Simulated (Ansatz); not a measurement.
Reaction (formal exchange of groups at the Se–Si bond): `C[Se][SiH2]F` + `B1CO1` → `C[Se]B1CO1` + `F[SiH3]`

Isolated molecules relaxed with PBE0-D4/def2-TZVP in Ansatz; ΔE leaves out vibrations. CCSD(T)/CBS adds triple-zeta CCSD(T) − MP2 to the extrapolated MP2 energy (def2 sets, frozen cores). This one scheme is used for every species. DFT in def2-TZVPP. For Se outer-core shells are correlated without core-valence functions, which leaves a few kJ/mol of doubt a bond. Scalar relativity is left out up to krypton. One conformer a species, not always the lowest.

`C[Se][SiH2]F`:

Z-matrix (Å, degrees):
```
C
Se 1 1.962
H 1 1.088 2 110.6
H 1 1.088 2 110.6 3 123.1
H 1 1.088 2 106.0 3 -118.4
Si 2 2.258 1 93.4 3 -61.9
F 6 1.597 2 107.8 1 -179.2
H 6 1.484 2 111.1 1 -60.4
H 6 1.484 2 111.3 1 62.1
```

`B1CO1`:

```xyz
6

B    -0.578    0.648   -0.014
C     0.550   -0.353    0.037
O    -0.910   -0.627   -0.173
H    -1.133    1.694    0.012
H     0.921   -0.764    0.972
H     1.150   -0.598   -0.834
```

`C[Se]B1CO1`:

```xyz
10

C    -1.357    0.318    1.367
Se   -1.327    1.074   -0.436
B     0.282    0.264   -1.042
C     1.529   -0.589   -1.006
O     1.038    0.239   -2.146
H    -2.286    0.652    1.825
H    -0.510    0.689    1.938
H    -1.341   -0.767    1.313
H     1.507   -1.654   -1.219
H     2.466   -0.226   -0.594
```

`F[SiH3]`:

Cartesian coordinates in Å:
```
F -0.267 -0.209 -1.522
Si 0.007 0.005 0.039
H 1.447 0.301 0.223
H -0.364 -1.239 0.753
H -0.822 1.141 0.507
```

| level | ΔE (kcal/mol) | difference from CCSD(T)/CBS |
| --- | --- | --- |
| PBE0-D4 | -1.2 | -0.2 |
| ωB97M-V | -0.4 | 0.6 |
| PBE | -1.8 | -0.8 |
| r2SCAN | -1.5 | -0.5 |
| HF/def2-TZVPP | -0.8 | 0.2 |
| SCS-MP2/def2-TZVPP | -2.7 | -1.7 |
| CCSD/def2-TZVPP | -2.4 | -1.4 |
| HF/def2-QZVPP | -0.6 | 0.4 |
| MP2/CBS(def2) | -1.1 | -0.1 |
| CCSD/CBS(def2) | -0.7 | 0.3 |
| CCSD(T)/CBS | -1.0 | 0 |

Largest T1 diagnostic among the species: 0.016.

In def2-TZVPP, CCSD(T) changes the Hartree–Fock value by −1.9 kcal/mol (the triples alone add −0.3 kcal/mol) and MP2 by −2.0 kcal/mol.

CCSD(T)/CBS has its own doubt, a few kJ/mol and more with outer-core shells, so smaller differences from it don't rank the levels.
